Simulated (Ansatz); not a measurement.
## Ansatz (development build ahead of 0.2.0) run

```yaml
crystal:
  periodic: [false, false, false]
  atoms:
    - { symbol: Fe, position_ang: [0.0, 0.0, 0.0] }
    - { symbol: H, position_ang: [0.0, 1.2284, 0.8601] }
    - { symbol: P, position_ang: [0.0, -1.8012, 1.2612] }
basis:
  gaussian: { orbitals: pcseg-2 }
magnetization:
  spin_polarized: true
hamiltonian:
  xc: pbe
```

The input is written out in the form of the current development build from the run's settings.

Output:

```
Converged                       : yes
Total energy                    : -1605.23460 hartree
Spin squared of the determinant : 1.741
Stability test                  : minimum
```

Caution: another spin multiplicity may lie lower; the unrestricted determinant is a mixture of spin states.
